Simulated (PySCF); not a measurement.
Sn(F)(Cl)2(OH) (Cl2FHOSn), SMILES [Cl][Sn]([OH])([F])[Cl].

Coordinates come from a B3LYP-D3(BJ)/def2-SVP optimisation. The structure was generated by enumeration; whether it is a known compound was not checked. The def2 effective core potentials stand for the cores of Sn; spin–orbit coupling is left out. Other conformers were not sampled.

Two levels are set side by side: PBE/def2-TZVP (PySCF) and M06-2X/def2-TZVP (PySCF). Same geometry, gas phase. Differences are taken from unrounded values.

| quantity | M06-2X | PBE | PBE minus M06-2X |
|---|---|---|---|
| orbital gap (eV) | 9.03 | 3.92 | -5.11 |
| highest occupied level (eV) | -11.21 | -8.11 | 3.10 |
| lowest empty level (eV) | -2.19 | -4.19 | -2.01 |
| dipole moment (D) | 0.91 | 1.01 | 0.10 |
| mean polarisability (bohr³) | 61.3 | 66.1 | 4.8 |

PBE's occupied levels lie high since its potential decays too fast outside the molecule; exact exchange lowers them and widens the gap. PBE's more diffuse valence density responds more strongly to a field. Differences between two approximate levels are no errors against the true value.

Rough cost on one machine, each run with all the roots and properties that it gave: M06-2X against PBE about 3 times.
